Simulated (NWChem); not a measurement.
Molecule: C$_{5}$H$_{3}$NS; SMILES C#Cc1nccs1

Results from NWChem. All runs use the structure optimised with PBE0/def2-SVP. Level: PBE0/def2-SVP with SMD (1 M gas to 1 M solution), gas-phase geometry.

**Question.** Predict the results for solvent water. Quantities: solvation free energy (kcal/mol); cavity-dispersion-structure term (kcal/mol); dipole in solution (D).

**Answer.** 
```yaml
solvation free energy (kcal/mol): -3.9
cavity-dispersion-structure term (kcal/mol): 2.8
dipole in solution (D): 2.32
```
